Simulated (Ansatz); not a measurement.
```xyz
5

Si    0.0000    0.0000    0.0000
H     0.7929    0.7929    0.7929
H     0.7929   -0.7929   -0.7929
H    -0.7929    0.7929   -0.7929
H    -0.7929   -0.7929    0.7929
```

Basis set: cc-pVDZ (spherical functions). Correlated methods keep 5 orbitals frozen. Charge 0, multiplicity 1.

Computed with Ansatz (development build ahead of 0.2.0); each method stands on the lowest determinant of its kind that the runs found. Restricted open shells among the atoms or ions are ROHF, correlated in semicanonical orbitals with singles.

Problem. Give the atomization energy at this shape (free ground-state atoms in the same class of orbitals less the molecule, no zero-point energy) of singlet SiH₄ by RHF-MP2, RHF.

Solution.

| method | atomization energy |
| --- | --- |
| RHF-MP2 | 279.87 kcal/mol |
| RHF | 236.94 kcal/mol |

Caution: the shape is not the minimum.
